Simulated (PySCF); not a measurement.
# How far are cheaper levels from CCSD(T)/CBS for BiF?

PySCF; the state is a triplet (π ↑↑). The composite is CCSD(T) extrapolated to the basis-set limit from two correlation-consistent sets, with core-valence (CV) and scalar-relativistic (SR) terms as its label shows; it has no spin–orbit coupling and nothing beyond (T). Here it is CCSD(T)/CBS(DT). It gives Re = 2.018 Å, ωe = 556 cm⁻¹ and De = 3.88 eV to Bi + F.

```tsv
level	basis	relativity	Re (Å)	ωe (cm⁻¹)	De (eV)
UHF	cc-pVDZ-PP/cc-pVDZ	scalar-relativistic core potentials	2.038	589	1.36
UHF	aug-cc-pVDZ-PP/aug-cc-pVDZ	scalar-relativistic core potentials	2.034	571	1.76
UHF-SCS-MP2	def2-SVP	scalar-relativistic core potentials	2.052	571	3.15
UHF-CCSD	def2-SVP	scalar-relativistic core potentials	2.051	571	2.93
r²SCAN	cc-pVDZ-PP/cc-pVDZ	scalar-relativistic core potentials	2.055	565	3.59
r²SCAN	def2-SVPD	scalar-relativistic core potentials	2.069	541	3.90
PBE0	cc-pVDZ-PP/cc-pVDZ	scalar-relativistic core potentials	2.049	573	3.45
PBE0	aug-cc-pVDZ-PP/aug-cc-pVDZ	scalar-relativistic core potentials	2.054	547	3.76
PBE0	cc-pVTZ-PP/cc-pVTZ	scalar-relativistic core potentials	2.033	564	3.76
B97-3	aug-cc-pVDZ-PP/aug-cc-pVDZ	scalar-relativistic core potentials	2.066	534	3.87
```

Question: Give the difference of each row from the composite.

Answer: 

```json
{"level": "UHF", "basis": "cc-pVDZ-PP/cc-pVDZ", "ΔRe (pm)": "+2.0", "Δωe (%)": "+5.9", "ΔDe (eV)": "-2.52"}
{"level": "UHF", "basis": "aug-cc-pVDZ-PP/aug-cc-pVDZ", "ΔRe (pm)": "+1.6", "Δωe (%)": "+2.7", "ΔDe (eV)": "-2.12"}
{"level": "UHF-SCS-MP2", "basis": "def2-SVP", "ΔRe (pm)": "+3.4", "Δωe (%)": "+2.7", "ΔDe (eV)": "-0.73"}
{"level": "UHF-CCSD", "basis": "def2-SVP", "ΔRe (pm)": "+3.3", "Δωe (%)": "+2.7", "ΔDe (eV)": "-0.95"}
{"level": "r²SCAN", "basis": "cc-pVDZ-PP/cc-pVDZ", "ΔRe (pm)": "+3.7", "Δωe (%)": "+1.6", "ΔDe (eV)": "-0.29"}
{"level": "r²SCAN", "basis": "def2-SVPD", "ΔRe (pm)": "+5.1", "Δωe (%)": "-2.7", "ΔDe (eV)": "+0.02"}
{"level": "PBE0", "basis": "cc-pVDZ-PP/cc-pVDZ", "ΔRe (pm)": "+3.1", "Δωe (%)": "+3.1", "ΔDe (eV)": "-0.43"}
{"level": "PBE0", "basis": "aug-cc-pVDZ-PP/aug-cc-pVDZ", "ΔRe (pm)": "+3.6", "Δωe (%)": "-1.6", "ΔDe (eV)": "-0.12"}
{"level": "PBE0", "basis": "cc-pVTZ-PP/cc-pVTZ", "ΔRe (pm)": "+1.5", "Δωe (%)": "+1.4", "ΔDe (eV)": "-0.12"}
{"level": "B97-3", "basis": "aug-cc-pVDZ-PP/aug-cc-pVDZ", "ΔRe (pm)": "+4.8", "Δωe (%)": "-4.0", "ΔDe (eV)": "-0.01"}
```

Question: Which rows come closest in De?

Answer: r²SCAN in def2-SVPD (+0.02 eV); B97-3 in aug-cc-pVDZ-PP/aug-cc-pVDZ (-0.01 eV), counted from the composite.

Correlated steps freeze 5 core orbitals. Correlated levels converge slowly with the basis: in double zeta they bind strong bonds too weakly, by up to about 1 eV, and carry superposition errors of some tenths. These are scalar-relativistic numbers at best; spin–orbit coupling would shift them, the dissociation energy most. The state is the lowest determinant that a PBE0 search found; another state may lie lower at other levels.
